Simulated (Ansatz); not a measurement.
Cost and result for the atomization energy of `[CH3][InH-]([CH3])[PH3+]` (14 atoms, 13 bonds).

```json
{"atom": "C1", "x (Å)": "1.058", "y (Å)": "-0.323", "z (Å)": "-1.897"}
{"atom": "In2", "x (Å)": "-0.553", "y (Å)": "-0.661", "z (Å)": "-0.481"}
{"atom": "C3", "x (Å)": "-1.989", "y (Å)": "0.925", "z (Å)": "-0.111"}
{"atom": "P4", "x (Å)": "1.004", "y (Å)": "-0.199", "z (Å)": "1.851"}
{"atom": "H5", "x (Å)": "1.428", "y (Å)": "0.702", "z (Å)": "-1.838"}
{"atom": "H6", "x (Å)": "0.690", "y (Å)": "-0.488", "z (Å)": "-2.913"}
{"atom": "H7", "x (Å)": "1.889", "y (Å)": "-1.010", "z (Å)": "-1.729"}
{"atom": "H8", "x (Å)": "-0.949", "y (Å)": "-2.293", "z (Å)": "-0.017"}
{"atom": "H9", "x (Å)": "-2.747", "y (Å)": "0.921", "z (Å)": "-0.898"}
{"atom": "H10", "x (Å)": "-1.507", "y (Å)": "1.904", "z (Å)": "-0.116"}
{"atom": "H11", "x (Å)": "-2.500", "y (Å)": "0.787", "z (Å)": "0.844"}
{"atom": "H12", "x (Å)": "0.411", "y (Å)": "-0.305", "z (Å)": "3.128"}
{"atom": "H13", "x (Å)": "1.635", "y (Å)": "1.048", "z (Å)": "2.060"}
{"atom": "H14", "x (Å)": "2.131", "y (Å)": "-1.006", "z (Å)": "2.118"}
```

The species carries charge 0 and has multiplicity 1. Correlated methods include outer-core shells of In, which these sets cover unevenly. In takes the def2 core potential. All single points use the PBE0-D4/def2-TZVP geometry. It is one conformer, not always the lowest. Program: Ansatz. All runs use 4 threads of an Arm Neoverse N1 on a shared host. Times are those of one run each, without the atoms' runs, and a repeat can differ threefold. Electronic energies, without spin–orbit coupling; frozen cores. CCSD(T)/CBS adds CCSD(T) − MP2 in def2-TZVPP to the MP2 limit, and its time is that of the two runs behind it. T1 = 0.012. With those shells the extrapolation isn't a true limit. B3LYP takes the VWN-RPA correlation (the form of Gaussian; ORCA's B3LYP/G). HSE06 is the plane-wave form, built on full-range PBE exchange.

CCSD(T)/CBS is a level of theory with its own doubt, some kJ/mol a heavy atom from the limit and from the frozen cores, so smaller differences don't rank the functionals.

```tsv
level	functions	wall time
LDA (SPW92)/def2-TZVPP	294	2.7 s
revPBE-D4/def2-TZVPP	294	4.4 s
BLYP-D4/def2-TZVPP	294	5.5 s
PBE0-D4/def2-TZVPP	294	7 s
HSE06-D4/def2-TZVPP	294	8 s
CAM-B3LYP-D4/def2-TZVPP	294	8.5 s
B3LYP-D4/def2-TZVPP (with forces)	294	12 s
B2PLYP/def2-TZVPP	294	14 s
CCSD(T)/def2-SVP	122	19 s
ωB97M-V/def2-TZVPP (with forces)	294	27 s
MP2/def2-QZVPP	566	54 s
CCSD(T)/def2-TZVPP	294	11 min
CCSD(T)/CBS(def2)	–	12 min
```

Q: What atomization energy does each give, and how far from CCSD(T)/CBS? (An estimate is asked.)

A: Ansatz gave: 
```tsv
level	atomization (kJ/mol)	difference from CCSD(T)/CBS	per bond
LDA (SPW92)/def2-TZVPP	4820.8	510.4	39.3
revPBE-D4/def2-TZVPP	4221.5	-88.9	-6.8
BLYP-D4/def2-TZVPP	4257.3	-53.1	-4.1
PBE0-D4/def2-TZVPP	4274.7	-35.7	-2.7
HSE06-D4/def2-TZVPP	4276.1	-34.3	-2.6
CAM-B3LYP-D4/def2-TZVPP	4317.2	6.8	0.5
B3LYP-D4/def2-TZVPP (with forces)	4298.3	-12.1	-0.9
B2PLYP/def2-TZVPP	4237.9	-72.5	-5.6
CCSD(T)/def2-SVP	4054.3	-256.1	-19.7
ωB97M-V/def2-TZVPP (with forces)	4318.2	7.8	0.6
MP2/def2-QZVPP	4231.7	-78.7	-6.1
CCSD(T)/def2-TZVPP	4213.3	-97.1	-7.5
CCSD(T)/CBS(def2)	4310.4	0.0	0.0
```

At CCSD(T), def2-SVP lies −256.2 kJ/mol from the extrapolated value and def2-TZVPP −97.1 kJ/mol: correlation converges slowly with the basis, and small sets miss more of it in the bonded molecule than in its fragments. The D4 term adds +42.8 kJ/mol with B3LYP and +23.2 kJ/mol with PBE0; it sums over pairs of atoms, weighted by their polarisabilities, and B3LYP, whose exchange is more repulsive, gets the larger term. From PBE to PBE0 (25 % exact exchange), in def2-TZVPP and without D4, the atomization energy moves by −24.6 kJ/mol: exact exchange takes away binding that semilocal exchange gives to molecules.

Spin–orbit coupling would lower the free In atoms strongly, and the atomization energy with them, by more than many differences here.
